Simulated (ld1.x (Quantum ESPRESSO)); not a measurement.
**What one change does to a pseudopotential (caesium (Cs), TM)**

Cs, norm-conserving Troullier–Martins (Kleinman–Bylander form), made with ld1.x (Quantum ESPRESSO) 7.5 (PBE, scalar-relativistic). Core [Xe], reference 5d0 6s1 6p0. Waves: 6p (bound, empty): rc 4.20 bohr; 5d (bound, empty): rc 4.20 bohr; 6s (bound): rc 3.30 bohr. Local part: the s channel. Core correction: Bessel-smoothed model core inside 2.65 bohr.

Change: wave 6p (bound): rc 4.20 bohr becomes 6p (bound): rc 4.76 bohr.

Cutoffs: the cutoffs (Ry, on a coarse ladder) from which the occupation-weighted sum of valence levels, in a spherical-Bessel basis at the reference potential, stays within 10 and 1 mRy of its value at 400 Ry; they do not see the model core or the augmentation charge, which bear on the density cutoff. Errors are all-electron minus pseudo energies relative to the spin-unpolarised reference configuration.

Task: Predict the effect on cutoff, ghosts and configuration errors.

Result: Both files are so soft that the ladder of cutoffs tells neither apart; the bound ghost in p disappears; of the 4 tests that both files solve, the error grows in 1 and shrinks in 0 by more than 15 % and 0.3 meV (median size 3.0 → 3.0 meV).

| quantity | base | changed |
| --- | --- | --- |
| cutoff, loose | 6 Ry | 6 Ry |
| cutoff, tight | 8 Ry | 8 Ry |
| bound ghosts | p | none |
| error for 5d0 6s0.5 6p0, meV [ΔE 1.47 eV] | -1.6 | -1.6 |
| error for 5d0 6s0 6p1, meV [ΔE 1.37 eV] | -9.6 | -12 |
| error for 5d1 6s0 6p0, meV [ΔE 1.67 eV] | -4.3 | -4.3 |
| error for 5d0.5 6s0.5 6p0, meV [ΔE 0.84 eV] | -1.6 | -1.5 |

 A true bound ghost makes a file unfit for plane-wave use even where its test errors are small: the radial tests pick states by their node count and pass the ghost by.
